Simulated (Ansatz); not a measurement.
A nudged elastic band was laid between two geometries of Cl2H4InN (8 atoms, charge 0, multiplicity 1).

All numbers below come from RKS PBE/def2-SVP in Ansatz.

| Quantity | Value |
| --- | --- |
| movable images | 5 |
| climbing image | yes |
| spring | 5.0 eV/Å² |
| optimiser | quadratic models (default) |
| start path | through a guess of the saddle point |
| force threshold | 0.05 eV/Å |
| iteration limit | 60 |
| end points | relaxed |

Initial state:

```xyz
8
Properties=species:S:1:pos:R:3
In -0.140 0.347 -1.183
H 1.262 0.721 -2.115
Cl -1.322 -1.723 -1.469
Cl -1.566 2.073 -0.315
H 1.410 -0.302 1.320
N 0.429 -0.278 1.012
H 0.019 -1.216 1.137
H -0.092 0.379 1.613
```

Final state:

```xyz
8
Properties=species:S:1:pos:R:3
In -1.255 0.039 -0.408
H 2.686 0.400 -0.724
Cl -1.913 -1.649 -1.917
Cl -2.160 2.188 -0.756
H 2.067 0.229 -0.300
N -0.203 -0.406 1.292
H 0.442 -1.197 1.166
H 0.336 0.395 1.647
```

Task: Which bonds break or form, and what moves?

Result: Bonds broken: In1–H2, H5–N6. Bonds formed: H2–H5. Cl2H4InN becomes Cl2H2InN + H2.

Task: Give the energies along the band, and the barrier.

Result: It converged. The highest image is number 3 of 0 to 6, 45.0 kcal/mol above the first end and 12.3 kcal/mol above the last; the last end lies 32.8 kcal/mol above the first. Neighbouring images differ by up to 1.5 eV, so the band resolves the path poorly. A vibrational analysis at the climbing image gives one clearly imaginary mode, 1041i cm⁻¹: a first-order saddle point. The orbitals stay closed-shell, which can raise the energy where a bond breaks towards radicals; this wasn't checked here.

| image | path coordinate (Å) | energy (kcal/mol) | In1–H2 (Å) | H5–N6 (Å) | H2–H5 (Å) |
| --- | --- | --- | --- | --- | --- |
| 0 | 0.00 | 0.0 | 1.72 | 1.03 | 3.59 |
| 1 | 0.82 | 2.1 | 1.73 | 1.03 | 2.82 |
| 2 | 1.65 | 11.0 | 1.78 | 1.04 | 1.90 |
| 3 | 2.47 | 45.0 | 2.13 | 1.49 | 0.96 |
| 4 | 3.43 | 33.1 | 2.75 | 2.31 | 0.78 |
| 5 | 4.38 | 32.9 | 3.37 | 2.98 | 0.77 |
| 6 | 5.33 | 32.8 | 3.97 | 2.84 | 0.77 |

Task: What is the geometry of the highest image?

Result: 
```xyz
8
Properties=species:S:1:pos:R:3
In -0.669 0.167 -0.717
H 1.436 0.380 -0.909
Cl -1.440 -1.636 -2.035
Cl -1.709 2.286 -0.830
H 1.334 0.079 0.001
N 0.417 -0.311 1.110
H 0.360 -1.280 1.461
H 0.270 0.314 1.919
```

Time of the run: 83 s on 2 threads of Arm Neoverse V2 (shared host), peak memory 0.14 GiB.
